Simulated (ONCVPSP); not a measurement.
## Ranking ONCV potentials for Cl (Z = 17)

All share these settings but for the change named:

* Element: chlorine (Cl)
* Generator: ONCVPSP 4.0.1
* Type: optimised norm-conserving Vanderbilt (ONCV)
* Functional: PBE
* Relativity: scalar-relativistic
* Frozen core: [Ne]
* Valence charge: 7
* Reference configuration: 3s2 3p5
* Partial waves: 3s: rc 1.15 bohr, ncon 4, nbas 9, qcut 6 1/bohr, 1 projector; 3p: rc 1.55 bohr, ncon 3, nbas 6, qcut 5 1/bohr, 2 projectors, debl 0.4 Ha; d scattering state at 0.26 Ha: rc 1.30 bohr, ncon 4, nbas 7, qcut 8.6 1/bohr, 2 projectors, debl 3.5 Ha
* Local potential: polynomial inside 0.90 bohr (lpopt 2, dvloc0 -1 Ha)
* Core correction: polynomial model core, fcfact 0.4

Test errors are all-electron minus pseudo excitation energies from the reference, over 3s2 3p4; 3s2 3p3; 3s2 3p2; 3s2 3p4.5. None of these files shows a bound ghost.

The base gives 59.9 meV.

Of 8 variants that were run, those that failed, showed a ghost or another fault, or gave nearly equal values are left out.

(1) Rank these variants by their largest absolute test error, smallest first.
A. all radii but the core radius scaled by about 1.11 (s 1.28, p 1.72, d 1.44 bohr); local potential polynomial inside 1.00 bohr (lpopt 2, dvloc0 -1 Ha)
B. all radii but the core radius scaled by about 1.04 (s 1.20, p 1.62, d 1.36 bohr); local potential polynomial inside 0.94 bohr (lpopt 2, dvloc0 -1 Ha)
C. all radii but the core radius scaled by about 1.26 (s 1.46, p 1.96, d 1.64 bohr); local potential polynomial inside 1.14 bohr (lpopt 2, dvloc0 -1 Ha)

Answers

(1) C (31.6 meV), A (41.6 meV), B (51.2 meV).
